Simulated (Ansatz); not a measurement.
Ga(H2O)H3 (GaOH₅), relaxed as a singlet with RKS r2SCAN-D4/def2-TZVP in Ansatz, starting from the GFN2-xTB geometry. Force threshold 0.02 eV/Å.

Start:

```tsv
atom	x (Å)	y (Å)	z (Å)
Ga1	-0.7571	-0.4903	-0.3776
O2	0.8268	0.5575	0.5499
H3	0.9048	1.5204	0.5471
H4	1.6985	0.1601	0.6714
H5	-0.4855	-1.8306	0.3475
H6	-0.3016	-0.3618	-1.8562
H7	-1.8858	0.4446	0.1178
```

```
step  energy (eV)  largest force component (eV/Å)  SCF passes
   1  -54505.7337                           0.379          25
   2  -54505.7643                           0.454          28
   3  -54505.7648                           0.915          34
   4  -54505.7918                           0.104          28
   5  -54505.7929                           0.035          29
   6  -54505.7931                           0.020          30
```

Force components are those of the run's own axes.

End:

```xyz
7

Ga   -0.7610   -0.4907   -0.3408
O     0.8218    0.5730    0.7228
H     0.8912    1.4747    0.3839
H     1.6715    0.1515    0.5409
H    -0.5208   -1.8770    0.3492
H    -0.1678   -0.2669   -1.7832
H    -1.9349    0.4354    0.1271
```

By distances, no bond broke or formed. The bond that changes most is Ga1–O2, from 2.11 to 2.18 Å (atoms count from 1).

No frequencies were taken in this run, so the end may be a saddle point.

It took 13 s on 4 threads of Intel Xeon on a shared host.
